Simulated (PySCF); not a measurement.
**Orbital picture of CdB**

UHF at R = 2.436 Å; Cd def2-SVPD with ECP28, B def2-SVPD; scalar-relativistic core potentials (PySCF 2.14). State: ²Π (doublet), unpaired electrons π ↑. Only the outer orbitals are listed, counted within each symmetry, core potentials removing the inner ones.

```
spin  orbital  occ.  ε (eV)  on Cd (%)          main shells (%)
   α       4σ     1  -20.47         96                  96 Cd d
   α       2π     1  -20.28        100                 100 Cd d
   α       2π     1  -20.24        100                 100 Cd d
   α       1δ     1  -20.19        100                 100 Cd d
   α       1δ     1  -20.19        100                 100 Cd d
   α       5σ     1  -14.94         12                   86 B s
   α       3π     1   -8.34          3                   96 B p
   α       6σ     1   -7.61         82           82 Cd s, 9 B p
   α       7σ     0    0.36         42  42 Cd p, 41 B p, 17 B s
   α       3π     0    0.50         63          63 Cd p, 38 B p
   α       4π     0    1.65        100                 100 Cd p
   β       4σ     1  -20.39         98                  98 Cd d
   β       2π     1  -20.24        100                 100 Cd d
   β       2π     1  -20.20        100                 100 Cd d
   β       1δ     1  -20.19        100                 100 Cd d
   β       1δ     1  -20.19        100                 100 Cd d
   β       5σ     1  -12.71         21          78 B s, 16 Cd s
   β       6σ     1   -7.34         72  72 Cd s, 14 B s, 14 B p
   β       7σ     0    0.42         50  47 Cd p, 36 B p, 14 B s
   β       3π     0    0.69         71          70 Cd p, 30 B p
   β       3π     0    1.12         91          90 Cd p, 12 B p
```

Problem. Which are the highest filled and the lowest empty level, where do they sit, and how wide is the gap?

Solution. Highest filled β 6σ at -7.34 eV (in %: 72 Cd s, 14 B s, 14 B p); lowest empty α 7σ at 0.36 eV (in %: 42 Cd p, 41 B p, 17 B s); the gap at UHF is 7.70 eV. An empty level above zero is unbound, and its energy depends on the basis.

| Quantity | Value |
| --- | --- |
| bond order (Mayer) | 0.50 |
| ⟨S²⟩ | 0.773 |
| charge on Cd (Mulliken, basis-dependent) | 0.14 |
| charge on Cd (Löwdin, basis-dependent) | 0.30 |
| dipole moment (positive dipole means Cd(−)B(+)) | -1.58 D |

Spin–orbit coupling is left out. The state is the lowest determinant that a PBE0 search found; another state may lie lower at other levels.
